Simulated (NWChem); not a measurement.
System: C₂H₅NOSi; SMILES C1OC=N[SiH2]1

NWChem printed, in part:

```
             Northwest Computational Chemistry Package (NWChem) 7.3.0
             --------------------------------------------------------

 CS  symmetry detected

                             Geometry "geometry" -> ""
                             -------------------------

 Output coordinates in angstroms (scale by  1.889725989 to convert to a.u.)

  No.       Tag          Charge          X              Y              Z
 ---- ---------------- ---------- -------------- -------------- --------------
    1 C                    6.0000     0.88344479     1.05523670     0.00000000
    2 N                    7.0000     1.28908867    -0.14348658     0.00000000
    3 Si                  14.0000    -0.07148475    -1.22301002     0.00000000
    4 C                    6.0000    -1.27245944     0.29277965     0.00000000
    5 O                    8.0000    -0.38609259     1.42366782     0.00000000
    6 H                    1.0000     1.56958895     1.89514447     0.00000000
    7 H                    1.0000    -0.17833666    -2.00228248     1.22645967
    8 H                    1.0000    -0.17833666    -2.00228248    -1.22645967
    9 H                    1.0000    -1.90646061     0.37926309    -0.88261707
   10 H                    1.0000    -1.90646061     0.37926309     0.88261707

 Effective nuclear repulsion energy (a.u.)     228.2759673662

      Symmetry information
      --------------------

 Group name             Cs
 Group number              2
 Group order               2
 No. of unique centers     8

                                Z-matrix (autoz)
                                --------

 Units are Angstrom for bonds and degrees for angles

      Type          Name      I     J     K     L     M      Value
      ----------- --------  ----- ----- ----- ----- ----- ----------
    1 Stretch                  1     2                       1.26550
    2 Stretch                  1     5                       1.32192
    3 Stretch                  1     6                       1.08455
    4 Stretch                  2     3                       1.73682
    5 Stretch                  3     4                       1.93390
    6 Stretch                  3     7                       1.45701
    7 Stretch                  3     8                       1.45701
    8 Stretch                  4     5                       1.43686
    9 Stretch                  4     9                       1.09016
   10 Stretch                  4    10                       1.09016
   11 Bend                     1     2     3               109.73399
   12 Bend                     1     5     4               111.90542
   13 Bend                     2     1     5               124.87885
   14 Bend                     2     1     6               122.05801
   15 Bend                     2     3     4                89.96049
   16 Bend                     2     3     7               112.94720
   17 Bend                     2     3     8               112.94720
   18 Bend                     3     4     5               103.52126
   19 Bend                     3     4     9               115.04564
   20 Bend                     3     4    10               115.04564
   21 Bend                     4     3     7               111.94196
   22 Bend                     4     3     8               111.94196
   23 Bend                     5     1     6               113.06315
   24 Bend                     5     4     9               107.23663
   25 Bend                     5     4    10               107.23663
   26 Bend                     7     3     8               114.65355
   27 Bend                     9     4    10               108.11789
   28 Torsion                  1     2     3     4           0.00000
   29 Torsion                  1     2     3     7        -113.92163
   30 Torsion                  1     2     3     8         113.92163
   31 Torsion                  1     5     4     3           0.00000
   32 Torsion                  1     5     4     9        -122.03850
   33 Torsion                  1     5     4    10         122.03850
   34 Torsion                  2     1     5     4           0.00000
   35 Torsion                  2     3     4     5          -0.00000
   36 Torsion                  2     3     4     9         116.66440
   37 Torsion                  2     3     4    10        -116.66440
   38 Torsion                  3     2     1     5           0.00000
   39 Torsion                  3     2     1     6         180.00000
   40 Torsion                  4     5     1     6         180.00000
   41 Torsion                  5     4     3     7         114.83790
   42 Torsion                  5     4     3     8        -114.83790
   43 Torsion                  7     3     4     9        -128.49771
   44 Torsion                  7     3     4    10          -1.82650
   45 Torsion                  8     3     4     9           1.82650
   46 Torsion                  8     3     4    10         128.49771

                           NWChem Geometry Optimization
                           ----------------------------

 maximum gradient threshold         (gmax) =   0.000450
 rms gradient threshold             (grms) =   0.000300
 maximum cartesian step threshold   (xmax) =   0.001800
 rms cartesian step threshold       (xrms) =   0.001200
 fixed trust radius                (trust) =   0.300000
 source of zmatrix                         =   autoz

          -------------------
          Energy Minimization
          -------------------

 Using diagonal initial Hessian
 Scaling for Hessian diagonals: bonds = 1.00  angles = 0.25  torsions = 0.10

          --------
          Step   0

                                 NWChem DFT Module
                                 -----------------

 Summary of "ao basis" -> "ao basis" (spherical)
 ------------------------------------------------------------------------------
       Tag                 Description            Shells   Functions and Types
 ---------------- ------------------------------  ------  ---------------------
 C                           6-31g*                  6       14   3s2p1d
 N                           6-31g*                  6       14   3s2p1d
 Si                          6-31g*                  8       18   4s3p1d
 O                           6-31g*                  6       14   3s2p1d
 H                           6-31g*                  2        2   2s

      Symmetry analysis of basis
      --------------------------

        a'         59
        a"         25

            General Information
            -------------------
          SCF calculation type: DFT
          Wavefunction type:  closed shell.
          No. of atoms     :    10
          No. of electrons :    46
           Alpha electrons :    23
            Beta electrons :    23
          Charge           :     0
          Spin multiplicity:     1
          Use of symmetry is: on ; symmetry adaption is: on
          Maximum number of iterations: 150
          AO basis - number of functions:    84
                     number of shells:    42
          Convergence on energy requested:  1.00D-06
          Convergence on density requested:  1.00D-05
          Convergence on gradient requested:  5.00D-04

              XC Information
              --------------
                         B3LYP Method XC Potential
                     Hartree-Fock (Exact) Exchange  0.200
                        Slater Exchange Functional  0.800 local
                    Becke 1988 Exchange Functional  0.720 non-local
              Lee-Yang-Parr Correlation Functional  0.810
                  VWN I RPA Correlation Functional  0.190 local

[...]

      ----------------------
      Optimization converged
      ----------------------

  Step       Energy      Delta E   Gmax     Grms     Xrms     Xmax
  ---- ---------------- -------- -------- -------- -------- --------
@    5    -498.67791559 -1.1D-06  0.00010  0.00003  0.00054  0.00113
                                     ok       ok       ok       ok

                                Z-matrix (autoz)
                                --------

 Units are Angstrom for bonds and degrees for angles

      Type          Name      I     J     K     L     M      Value     Gradient
      ----------- --------  ----- ----- ----- ----- ----- ---------- ----------
    1 Stretch                  1     2                       1.27324   -0.00002
    2 Stretch                  1     5                       1.36135   -0.00006
    3 Stretch                  1     6                       1.09159   -0.00003
    4 Stretch                  2     3                       1.75993    0.00007
    5 Stretch                  3     4                       1.92526   -0.00008
    6 Stretch                  3     7                       1.48604    0.00002
    7 Stretch                  3     8                       1.48604    0.00002
    8 Stretch                  4     5                       1.46221   -0.00010
    9 Stretch                  4     9                       1.09386    0.00000
   10 Stretch                  4    10                       1.09386    0.00000
   11 Bend                     1     2     3               107.23131   -0.00006
   12 Bend                     1     5     4               111.95250    0.00005
   13 Bend                     2     1     5               125.74931    0.00000
   14 Bend                     2     1     6               124.28575   -0.00003
   15 Bend                     2     3     4                92.81323   -0.00003
   16 Bend                     2     3     7               113.24693   -0.00002
   17 Bend                     2     3     8               113.24693   -0.00002
   18 Bend                     3     4     5               102.25364    0.00003
   19 Bend                     3     4     9               115.47416   -0.00001
   20 Bend                     3     4    10               115.47416   -0.00001
   21 Bend                     4     3     7               114.09515    0.00003
   22 Bend                     4     3     8               114.09515    0.00003
   23 Bend                     5     1     6               109.96494    0.00003
   24 Bend                     5     4     9               107.18215   -0.00002
   25 Bend                     5     4    10               107.18215   -0.00002
   26 Bend                     7     3     8               108.77321    0.00001
   27 Bend                     9     4    10               108.47234    0.00003
   28 Torsion                  1     2     3     4           0.00000    0.00000
   29 Torsion                  1     2     3     7        -117.77315   -0.00001
   30 Torsion                  1     2     3     8         117.77315    0.00001
   31 Torsion                  1     5     4     3           0.00000    0.00000
   32 Torsion                  1     5     4     9        -121.86020    0.00001
   33 Torsion                  1     5     4    10         121.86020   -0.00001
   34 Torsion                  2     1     5     4           0.00000    0.00000
   35 Torsion                  2     3     4     5          -0.00000   -0.00000
   36 Torsion                  2     3     4     9         115.99707   -0.00001
   37 Torsion                  2     3     4    10        -115.99707    0.00001
   38 Torsion                  3     2     1     5           0.00000    0.00000
   39 Torsion                  3     2     1     6         180.00000   -0.00000
   40 Torsion                  4     5     1     6         180.00000    0.00000
   41 Torsion                  5     4     3     7         117.05627   -0.00003
   42 Torsion                  5     4     3     8        -117.05627    0.00003
   43 Torsion                  7     3     4     9        -126.94667   -0.00003
   44 Torsion                  7     3     4    10           1.05920   -0.00002
   45 Torsion                  8     3     4     9          -1.05920    0.00002
   46 Torsion                  8     3     4    10         126.94667    0.00003

                         Geometry "geometry" -> "geometry"
                         ---------------------------------

 Output coordinates in angstroms (scale by  1.889725989 to convert to a.u.)

[...]

 Rotational Constants
 --------------------
 A=   0.232960 cm-1  (  0.335171 K)
 B=   0.160804 cm-1  (  0.231355 K)
 C=   0.100261 cm-1  (  0.144251 K)

 Temperature                      =   298.15K
 frequency scaling parameter      =   1.0000

 Zero-Point correction to Energy  =   44.597 kcal/mol  (  0.071070 au)
 Thermal correction to Energy     =   47.686 kcal/mol  (  0.075992 au)
 Thermal correction to Enthalpy   =   48.278 kcal/mol  (  0.076936 au)

 Total Entropy                    =   71.471 cal/mol-K
   - Translational                =   39.286 cal/mol-K (mol. weight =  87.0140)
   - Rotational                   =   25.555 cal/mol-K (symmetry #  =        1)
   - Vibrational                  =    6.631 cal/mol-K

 Cv (constant volume heat capacity) =   18.117 cal/mol-K
   - Translational                  =    2.979 cal/mol-K
   - Rotational                     =    2.979 cal/mol-K
   - Vibrational                    =   12.158 cal/mol-K

[normal modes left out]

 ----------------------------------------------------------------------------
 Normal Eigenvalue ||           Projected Infra Red Intensities
  Mode   [cm**-1]  || [atomic units] [(debye/angs)**2] [(KM/mol)] [arbitrary]
 ------ ---------- || -------------- ----------------- ---------- -----------
    1       -0.000 ||    0.000021           0.000         0.020       0.005
    2       -0.000 ||    0.000478           0.011         0.466       0.108
    3       -0.000 ||    0.000592           0.014         0.577       0.134
    4       -0.000 ||    0.000484           0.011         0.472       0.109
    5       -0.000 ||    0.001546           0.036         1.507       0.349
    6        0.000 ||    0.000145           0.003         0.141       0.033
    7      166.189 ||    0.000252           0.006         0.245       0.057
    8      420.933 ||    0.005995           0.138         5.844       1.352
    9      494.376 ||    0.017226           0.397        16.793       3.885
   10      505.032 ||    0.016156           0.373        15.749       3.644
   11      659.032 ||    0.002863           0.066         2.791       0.646
   12      691.031 ||    0.041778           0.964        40.728       9.423
   13      757.012 ||    0.030381           0.701        29.616       6.852
   14      794.167 ||    0.037282           0.860        36.345       8.409
   15      846.728 ||    0.035538           0.820        34.644       8.015
   16      873.889 ||    0.034587           0.798        33.717       7.801
   17      905.010 ||    0.022297           0.514        21.737       5.029
   18      994.110 ||    0.003096           0.071         3.018       0.698
   19      995.323 ||    0.154550           3.566       150.663      34.857
   20     1119.964 ||    0.232109           5.355       226.272      52.350
   21     1220.429 ||    0.005149           0.119         5.020       1.161
   22     1298.343 ||    0.018933           0.437        18.456       4.270
   23     1381.598 ||    0.004833           0.112         4.712       1.090
   24     1502.758 ||    0.002529           0.058         2.465       0.570
   25     1679.818 ||    0.282618           6.520       275.510      63.741
   26     2257.123 ||    0.138334           3.191       134.855      31.200
   27     2258.339 ||    0.177365           4.092       172.904      40.003
   28     3084.587 ||    0.017861           0.412        17.412       4.028
   29     3133.017 ||    0.013634           0.315        13.291       3.075
   30     3172.261 ||    0.031520           0.727        30.727       7.109
 ----------------------------------------------------------------------------
```

Level: B3LYP/6-31G* (spherical d). 

Write an input that gives this output.

One answer among several that fit: the input that was run:
```
start job
memory heap 200 mb stack 900 mb global 1100 mb
geometry units angstroms
  C     -0.484443     1.256116     0.008710
  N      0.753547     1.016702    -0.098743
  Si     1.023358    -0.698857    -0.074448
  C     -0.878982    -0.994086     0.109674
  O     -1.425524     0.334708     0.122026
  H     -0.876729     2.267204     0.015895
  H      1.759438    -1.141526     1.102463
  H      1.533994    -1.211561    -1.339070
  H     -1.345526    -1.527585    -0.718673
  H     -1.183286    -1.477185     1.038367
end
basis spherical
  * library 6-31g*
end
dft
  xc b3lyp
  iterations 150
end
driver
  maxiter 120
end
task dft optimize
task dft freq
```
